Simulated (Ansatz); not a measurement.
`[NH2][Ta]([NH2])([NH2])=[O]` + `OB(O)[TeH]` → `[NH2][Ta]([NH2])(=[O])[OH]` + `NB(O)[TeH]`  (redistribution)

Program: Ansatz. Geometries: PBE0-D4/def2-TZVP. ΔE: electronic, gas phase. CBS: MP2 limit from def2 TZ/QZ plus the TZ coupled-cluster correction, frozen cores. DFT in def2-TZVPP. def2 core potentials past Kr. For Ta, Te outer-core shells are correlated without core-valence functions, which leaves a few kJ/mol of doubt a bond. Each species was taken in one conformer, which may not be the lowest.

| level | ΔE (eV) |
| --- | --- |
| r2SCAN0-D4 | -0.36 |
| MP2/def2-TZVPP | -0.35 |
| CCSD/def2-TZVPP | -0.35 |
| HF/CBS(def2) | -0.40 |

(1) What does CCSD(T)/CBS give? (Estimate.)

Largest T1 diagnostic among the species: 0.020.

Results:

(1) Computed: -0.35 eV. The listed levels differ from it by -0.01, 0.00, 0.00, -0.05 eV.

Leaving LDA and LC-ωPBE aside and taking each functional with its dispersion term where it has one, the values, not all of them listed here, spread over 0.06 eV, from CAM-B3LYP-D4 to PBE-D4. From BLYP to BHLYP (50 % exact exchange), in def2-TZVPP and without D4, ΔE moves by −0.03 eV.
